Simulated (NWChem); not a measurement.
CNO anion

```xyz
3

N      0.0000     0.0000     1.2626
C      0.0000     0.0000     0.0718
O      0.0000     0.0000    -1.1586
```
Atoms are numbered in this order, from 1.

Results from NWChem. Sets without diffuse functions describe the anion's extra electron poorly. The geometry was optimised at B3LYP/def2-SVPD. The highest occupied level is positive in some or all of these runs, so the extra electron may be held by the finite basis. Total energies compare along this basis series because the functional is fixed.

```json
[
 {"level": "Hartree-Fock/pcseg-1", "basis functions": "42", "energy (Ha)": "-167.1617", "highest occupied level (eV)": "-4.01", "orbital gap (eV)": "17.97"},
 {"level": "Hartree-Fock/aug-pcseg-1", "basis functions": "69", "energy (Ha)": "-167.1784", "highest occupied level (eV)": "-4.36", "orbital gap (eV)": "10.04"},
 {"level": "Hartree-Fock/pcseg-2", "basis functions": "90", "energy (Ha)": "-167.2672", "highest occupied level (eV)": "-4.27", "orbital gap (eV)": "14.11"},
 {"level": "Hartree-Fock/STO-3G", "basis functions": "15", "energy (Ha)": "-164.8046", "highest occupied level (eV)": "2.01", "orbital gap (eV)": "18.54"},
 {"level": "Hartree-Fock/def2-SVP", "basis functions": "42", "energy (Ha)": "-167.0610", "highest occupied level (eV)": "-3.69", "orbital gap (eV)": "17.61"}
]
```
